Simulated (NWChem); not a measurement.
All runs are NWChem calculations. System: BClF2, charge 0, spin multiplicity 1, at a geometry optimised with PBE0/def2-SVP. The structure started from a generated list of species. Level: MP2/def2-SVPD, 8 core orbitals frozen.

Job file:

```
start mol
memory heap 200 mb stack 900 mb global 1100 mb
geometry units angstroms nocenter noautoz
  B      0.000000     0.000000     0.441917
  F     -1.129486     0.000000     1.105867
  F      1.129486     0.000000     1.105867
  Cl     0.000000     0.000000    -1.300894
  symmetry group C2v
end
basis spherical
  * library def2-svpd
end
scf
  rhf
  nopen 0
  maxiter 100
  thresh 1e-7
  semidirect memsize 60000000 filesize 0
end
mp2
  freeze core 8
end
task mp2 energy
```

NWChem printed:

```
             Northwest Computational Chemistry Package (NWChem) 7.3.0
             --------------------------------------------------------

                                NWChem Input Module
                                -------------------

 Scaling coordinates for geometry "geometry" by  1.889725989
 (inverse scale =  0.529177249)

 Turning off AUTOSYM since
 SYMMETRY directive was detected!

                             Geometry "geometry" -> ""
                             -------------------------

 Output coordinates in angstroms (scale by  1.889725989 to convert to a.u.)

  No.       Tag          Charge          X              Y              Z
 ---- ---------------- ---------- -------------- -------------- --------------
    1 B                    5.0000     0.00000000     0.00000000     0.44191700
    2 F                    9.0000    -1.12948600     0.00000000     1.10586700
    3 F                    9.0000     1.12948600     0.00000000     1.10586700
    4 Cl                  17.0000     0.00000000     0.00000000    -1.30089400

 Effective nuclear repulsion energy (a.u.)     142.0413420226

            Nuclear Dipole moment (a.u.)
            ----------------------------
        X                 Y               Z
 ---------------- ---------------- ----------------
     0.0000000000     0.0000000000    -0.0000132281

      Symmetry information
      --------------------

 Group name             C2v
 Group number             16
 Group order               4
 No. of unique centers     3

      Symmetry unique atoms

     1    2    4


 Summary of "ao basis" -> "" (spherical)
 ------------------------------------------------------------------------------
       Tag                 Description            Shells   Functions and Types
 ---------------- ------------------------------  ------  ---------------------
 *                         def2-svpd                  on all atoms

 Summary of "ao basis" -> "ao basis" (spherical)
 ------------------------------------------------------------------------------
       Tag                 Description            Shells   Functions and Types
[...]
     1   1 0 0      0.000000      0.000000      0.000000
     1   0 1 0     -0.000000      0.000000      0.000000
     1   0 0 1     -0.114430      0.000000     -0.000013

     2   2 0 0    -22.766912      0.000000     82.003404
     2   1 1 0      0.000000      0.000000      0.000000
     2   1 0 1     -0.000000      0.000000      0.000000
     2   0 2 0    -19.465657      0.000000      0.000000
     2   0 1 1      0.000000      0.000000      0.000000
     2   0 0 2    -21.625738      0.000000    184.834483

                   NWChem MP2 Semi-direct Energy/Gradient Module
                   ---------------------------------------------

  Basis functions       =     93
  Molecular orbitals    =     93
  Frozen core           =      8
  Frozen virtuals       =      0
  Active alpha occupied =     12
  Active beta occupied  =     12
  Active alpha virtual  =     73
  Active beta virtual   =     73
  Use MO symmetry       = T
  Use skeleton AO sym   = T

  AO/Fock/Back tols     =   1.0D-09  1.0D-09  1.0D-09

 GA uses MA = F    GA memory limited = T

 Available:
  local mem=  1.26D+08
 global mem=  1.44D+08
 local disk=  0.00D+00
  mp2_memr nvloc                    73
  nvloc new                    73
   1 passes of  12:        3145728                      39981                  12944103.
   1 passes of  12: M    126153338           G      144161902           F     123007610.

 Semi-direct pass number   1 of   1  for RHF alpha+beta  at        1.1s
  vrange nnbf                  4341
  mp2_eaftype                    49  avail_ma_in_mb                  1099
 EAF : mp2_eaftype filesize          49    6472051.
  mp2_eaf for mointskh                     49
Node 0 wrote     30.4 Mb in      0.0 s     Agg I/O rate:  3295.6 Mb/s
 Done moints_semi at        2.6s
  mp2_eaftype                    49  avail_ma_in_mb                  1050
 EAF : mp2_eaftype filesize          49    6472051.
  mp2_eaf for kh                    49
 Done maket at        2.8s
 Done multipass loop at        2.8s

          -------------------------------------------
          SCF energy                -682.922564228328
          Correlation energy          -0.608797552682
          Singlet pairs               -0.354664492044
          Triplet pairs               -0.254133060638
          Total MP2 energy          -683.531361781010
          -------------------------------------------

          ---------------------------------------------------
                    Spin Component Scaled (SCS) MP2
          Same spin pairs                     -0.169422040425
          Same spin scaling factor             0.333333333333
          Opposite spin pairs                 -0.439375512257
          Opposite spin scaling fact.          1.200000000000
          SCS-MP2 correlation energy          -0.583724628183
          Total SCS-MP2 energy              -683.506288856512
          ---------------------------------------------------

 -----------------------
 Performance information
 -----------------------

 Timer overhead =  1.94D-07 seconds/call

               Nr. of calls         CPU time (s)                 Wall time (s)                GFlops
             ---------------    -------------------     ------------------------------   -------------------
Name         Min   Avg   Max    Min     Avg     Max     Min     Avg     Max   Mx/calls   Min     Max     Sum
mp2: moin     1     1     1    1.5     1.5     1.5      1.5     1.5     1.5     1.5      0.0     0.0     0.0
mp2: make     1     1     1   0.15    0.15    0.15     0.15    0.15    0.15    0.15      0.0     0.0     0.0
mp2: tota     1     1     1    1.7     1.7     1.7      1.7     1.7     1.7     1.7      0.0     0.0     0.0

 The average no. of pstat calls per process was 3.00D+00
 with a timing overhead of 5.83D-07s

 Task  times  cpu:        2.8s     wall:        2.8s

 Total times  cpu:        2.8s     wall:        2.8s
```
